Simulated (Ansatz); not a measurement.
Geometry optimisation, Ansatz, RHF/6-31G*.

The input (input.yaml):

```yaml
crystal:
  periodic: [false, false, false]
  atoms:
    - { symbol: Al, position_ang: [0.0, 0.0, 0.0] }
    - { symbol: Cl, position_ang: [0.0, 0.0, 2.58] }
    - { symbol: O, position_ang: [1.5415, 0.0, -0.89] }
    - { symbol: H, position_ang: [1.8414, -0.9519, -1.0449] }
    - { symbol: O, position_ang: [-1.5415, 0.0, -0.89] }
    - { symbol: H, position_ang: [-2.0512, -0.8467, -0.6815] }
    - { symbol: O, position_ang: [0.0932, 1.9717, 0.6559] }
    - { symbol: H, position_ang: [0.4919, 2.0, 1.5834] }
    - { symbol: H, position_ang: [0.0666, 1.4096, 1.8287] }
basis:
  gaussian: { orbitals: "6-31G*" }
hamiltonian:
  xc: hf
relax:
  f_tol: 0.15
  max_steps: 25
  restrain:
    - { distance: [0, 6], at: 1.78, k: 30.0 }
    - { distance: [8, 1], at: 1.37, k: 30.0 }
    - { distance: [0, 1], at: 3.43, k: 30.0 }
    - { distance: [8, 6], at: 2.21, k: 30.0 }
output:
  orbitals: {}
```

Launched with:

```bash
$ ansatz run input.yaml --threads 1 --pin off --max-ram 2048MiB --backend cpu --events-out ev --progress --plain --runs-dir out
```

Where does it end, and by what steps?

The run converged. The restraints hold the end off the free minimum. After 11 steps the energy has fallen by 4.941 eV (the restraints' own energy left out); H8 moved furthest, 1.08 Å. Parted: H8–H9 (0.77 → 2.71 Å).

| step | energy less start (eV) | largest force component (eV/Å) | accepted |
| --- | --- | --- | --- |
| 0 | 0.0000 | 5.971 | yes |
| 1 | -1.2351 | 5.174 | yes |
| 2 | -2.5185 | 5.688 | yes |
| 3 | -3.9417 | 2.794 | yes |
| 4 | -4.4254 | 1.804 | yes |
| 5 | -4.6120 | 1.769 | yes |
| 6 | -4.7722 | 1.523 | yes |
| 7 | -4.8645 | 1.447 | yes |
| 8 | -4.9333 | 1.378 | yes |
| 9 | -4.9418 | 1.382 | yes |
| 10 | -4.9312 | 1.458 | no |
| 11 | -4.9410 | 1.381 | yes |

```xyz
9
Properties=species:S:1:pos:R:3
Al 0.069 0.473 -0.266
Cl -0.331 -0.148 3.086
O 1.527 -0.134 -0.861
H 1.644 -0.893 -1.411
O -1.463 -0.130 -0.605
H -1.730 -1.018 -0.782
O 0.152 1.948 0.662
H 0.984 2.399 0.704
H -0.410 1.085 2.614
```

Run time: 20 s on 1 thread of Arm Neoverse V2 (shared host), peak memory 0.17 GiB.
